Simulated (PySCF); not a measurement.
Working out the ionisation energy of As⁺

As⁺ [Ar] 3d10 4s2 4p2 (3P) → As²⁺ [Ar] 3d10 4s2 4p1 (2P). All numbers are calculated (PySCF 2.14, a scalar-relativistic core potential, in cc-pVDZ-PP with ECP10MDF). Frozen: 3s2 3p6 3d10. Energies in hartree (1 hartree = 27.21139 eV):

```csv
part,As⁺ (lower),As²⁺ (upper)
UHF,-330.850759,-330.190178
CCSD correlation,-0.058690,-0.048108
(T),-0.000614,-0.000388
```

Task: What does Hartree-Fock give?

Result: (-330.190178) − (-330.850759) = 0.660581 hartree = 17.975 eV.

Task: What do CCSD and CCSD(T) give?

Result: The CCSD correlation energies differ by 0.010582 hartree = 0.288 eV and the triples by 0.000226 hartree = 0.006 eV, so CCSD gives 18.263 eV and CCSD(T) 18.269 eV.

Reference: 18.589 eV (measured; NIST Atomic Spectra Database, ionization energies), between the lowest levels; spin-orbit coupling is absent from the calculation.

A double-zeta basis recovers only part of the correlation energy.

What remains against the reference includes basis incompleteness, the frozen core and higher excitations.
